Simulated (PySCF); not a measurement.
C6H8O2.
Structure used (GFN2-xTB), in Å, numbered top down from 1:
```
atom  x, y, z in Å
C1    -1.045    1.533    0.367
C2    -0.852    0.239    0.171
C3    -1.859   -0.674   -0.458
C4     0.433   -0.440    0.547
C5     1.490   -0.554   -0.573
C6     2.309    0.306    0.371
O7     3.397    0.782    0.369
O8     1.345    0.375    1.319
H9    -1.964    2.015    0.086
H10   -0.293    2.149    0.829
H11   -2.190   -1.423    0.260
H12   -2.724   -0.112   -0.799
H13   -1.421   -1.199   -1.306
H14    0.239   -1.378    1.077
H15    1.230   -0.066   -1.509
H16    1.896   -1.544   -0.764
```

Method: TDDFT wB97X-D/def2-SVPD, vertical, gas phase, core orbitals frozen in the response (PySCF 2.14.0, density-fitted response routines).

Transition dipole moments from the ground state, in atomic units and in the frame of the coordinates above (overall signs are arbitrary), for the states with f of 0.002 or more among the lowest 8:

```json
{"state": "S2", "E (hartree)": "0.2699", "μx": "-0.398", "μy": "1.351", "μz": "0.152"}
{"state": "S3", "E (hartree)": "0.2736", "μx": "0.070", "μy": "-0.092", "μz": "-0.207"}
{"state": "S4", "E (hartree)": "0.2786", "μx": "-0.309", "μy": "0.195", "μz": "0.078"}
{"state": "S6", "E (hartree)": "0.2983", "μx": "-0.465", "μy": "-0.040", "μz": "0.034"}
{"state": "S7", "E (hartree)": "0.3018", "μx": "-0.051", "μy": "-0.212", "μz": "-0.225"}
{"state": "S8", "E (hartree)": "0.3074", "μx": "-0.090", "μy": "-0.360", "μz": "-0.457"}
```

**Question.** Work out the oscillator strengths.

**Answer.** f = (2/3) ΔE |μ|² with ΔE in hartree (27.2114 eV).

```
state  |μ|² (au)  |μ| (D)      f
   S2      2.005     3.60  0.361
   S3      0.056     0.60  0.010
   S4      0.139     0.95  0.026
   S6      0.219     1.19  0.044
   S7      0.098     0.80  0.020
   S8      0.346     1.50  0.071
```

**Question.** Which bond between heavy atoms lies closest to the direction of the S2 transition dipole?

**Answer.** C1–C2, at 8° from it; next C2–C4 at 50°.

**Question.** What angle do the transition dipoles of S2 and S4 make?

**Answer.** |cos θ| = |μa·μb| / (|μa| |μb|) = 0.75, so θ ≈ 41° (taken between 0 and 90°, since the signs are arbitrary).

**Question.** What peak molar absorption coefficient would the strongest computed level give as a lone Gaussian band 0.5 eV wide at half height?

**Answer.** ε(max) = 2.175×10⁸ f / FWHM, with the width in cm⁻¹. S2: 2.175×10⁸ × 0.3607 / 4033 ≈ 19000 L mol⁻¹ cm⁻¹.

One conformer stands for the species.
